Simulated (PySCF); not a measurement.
C₅H₉O, SMILES O=C(C)C[CH]C, multiplicity 2.

The structure is a stationary point at B3LYP-D3(BJ)/def2-SVP. The isomer is the one that the SMILES or the coordinates give; other isomers of the formula were not compared. Other conformers were not sampled.

These are TDA-ωB97X/def2-SVPD (PySCF) values and carry that method's errors.

Vertical excitations. The molecule is in vacuum.

### Question
List the lowest excited states. (The exact figures need the calculation; the answer reports its results.)

### Answer

```csv
state,energy (eV),λ (nm),f,main pairs
root 1,3.78,328,0.001,"α HOMO→LUMO 34 %, α HOMO−1→LUMO 24 %, β HOMO→LUMO 19 %, β HOMO→LUMO+1 15 %"
root 2,4.28,290,0.011,"α HOMO→LUMO 26 %, α HOMO−1→LUMO 10 %, β HOMO→LUMO 32 %, β HOMO→LUMO+1 23 %"
root 3,5.44,228,0.013,"α HOMO−1→LUMO 49 %, α HOMO→LUMO 33 %"
root 4,5.90,210,0.001,"α HOMO→LUMO+1 62 %, α HOMO→LUMO+3 12 %"
root 5,6.07,204,0.041,"β HOMO→LUMO 34 %, β HOMO→LUMO+1 30 %, β HOMO→LUMO+2 9 %, β HOMO−1→LUMO 7 %"
root 6,6.14,202,0.000,"α HOMO−2→LUMO 19 %, α HOMO−4→LUMO 6 %, β HOMO−1→LUMO 28 %, β HOMO−1→LUMO+1 9 %"
root 7,6.34,195,0.003,"α HOMO→LUMO+1 6 %, β HOMO−2→LUMO 58 %, β HOMO−1→LUMO 12 %"
root 8,6.57,189,0.009,"α HOMO→LUMO+3 47 %, α HOMO→LUMO+1 16 %, α HOMO→LUMO+2 12 %"
root 9,6.84,181,0.010,"β HOMO−3→LUMO 23 %, β HOMO−1→LUMO 21 %, β HOMO−2→LUMO 15 %, β HOMO−6→LUMO 6 %"
root 10,6.96,178,0.001,"α HOMO→LUMO+2 43 %, α HOMO→LUMO+4 17 %, α HOMO→LUMO+3 16 %"
```
Unrestricted roots are not spin-pure.
